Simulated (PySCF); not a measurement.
Pm(55+) (promethium, charge +55): Hartree-Fock from Schrödinger to Dirac-Coulomb

Occupied: 1s1/2, 2s1/2, 2p1/2. Hartree-Fock calculated with PySCF 2.14 in an even-tempered Gaussian basis (19 s from 12 bohr⁻², ratio 2.3; 15 p from 14 bohr⁻², ratio 2.3), Gaussian nucleus throughout. NR is non-relativistic, sf-X2C the spin-free one-electron X2C Hamiltonian, X2C adds the bare one-electron spin-orbit term, X2C-SNSO screens it by Boettger's factors, DC is four-component Dirac-Coulomb, and the Gaunt term is added at first order (total energies over the DC spinors, levels after relaxing the spinors in that mean field). QED terms are absent. Levels marked empty are virtual spinors of this ion.

```tsv
Hamiltonian	E (hartree)	E − E(DC) (hartree)	CPU seconds
X2C	-5697.3148	1.0768	0.36
X2C-SNSO	-5696.1154	2.2761	0.35
DC	-5698.3915	0.0000	19
DC+Gaunt	-5692.8584	5.5331	41
```

```csv
level (eV),X2C,X2C-SNSO,DC,DC+Gaunt
1s1/2,-50720.8,-50722.2,-50757.3,-50646.0
2s1/2,-12034.2,-12034.6,-12039.2,-12028.0
2p1/2,-11851.5,-11835.4,-11839.6,-11816.3
2p3/2 (empty),-10942.8,-10949.1,-10949.8,-10938.4
3s1/2 (empty),-5027.0,-5027.1,-5028.2,-5025.1
```

Weight of the small component: 1s1/2 0.0515, 2s1/2 0.0122, 2p1/2 0.0121, 2p3/2 0.0113, 3s1/2 0.00500.

Koopmans' value for the highest occupied level at DC+Gaunt: 11816.3 eV, against an ionisation energy of 11819 ± 5 eV (theoretical estimate listed by NIST; NIST Atomic Spectra Database, ionization energies); the former lacks relaxation, correlation, QED and recoil.

The whole ladder took 66 s of wall time on 1 thread of Intel(R) Xeon(R) Platinum 8259CL CPU @ 2.50GHz (shared host), launched as `OMP_NUM_THREADS=1 python relrun2.py TASK.json OUT` (a driver that calls PySCF for each Hamiltonian).
